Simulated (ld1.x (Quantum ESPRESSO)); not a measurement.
PBEsol TM dataset for silicon (Si), scalar-relativistic all-electron reference.

Si, norm-conserving Troullier–Martins (Kleinman–Bylander form), made with ld1.x (Quantum ESPRESSO) 7.5 (PBEsol, scalar-relativistic). Core [Ne], reference 3s2 3p2. Waves: 3s (bound): rc 1.25 bohr; 3p (bound): rc 2.40 bohr. Local part: the p channel. Core correction: none.

All-electron outer shells of the reference configuration (PBEsol, scalar-relativistic, ld1.x):

```json
{"shell": "2s", "level (eV)": "-139.13", "outermost node (bohr)": "0.15", "outermost maximum (bohr)": "0.45"}
{"shell": "2p", "level (eV)": "-95.42", "outermost node (bohr)": "–", "outermost maximum (bohr)": "0.39"}
{"shell": "3s", "level (eV)": "-10.77", "outermost node (bohr)": "0.72", "outermost maximum (bohr)": "1.80"}
{"shell": "3p", "level (eV)": "-4.06", "outermost node (bohr)": "0.72", "outermost maximum (bohr)": "2.17"}
```

What the tests gave:

```json
{"Cutoffs needed": "50 Ry and 110 Ry (the cutoffs (Ry, on a coarse ladder) from which the occupation-weighted sum of valence levels, in a spherical-Bessel basis at the reference potential, stays within 10 and 1 mRy of its value at 400 Ry)", "Ghost test": "no extra level below or beside the all-electron valence levels (s, p, d, f tested) (spherical-Bessel basis up to 400 Ry, 20 bohr box)", "Largest excitation error": "+81 meV (all-electron minus pseudo) for 3s1 3p0, out of 7 test configurations"}
```

Generation and tests took about 1.5 s on one core of a shared server CPU.
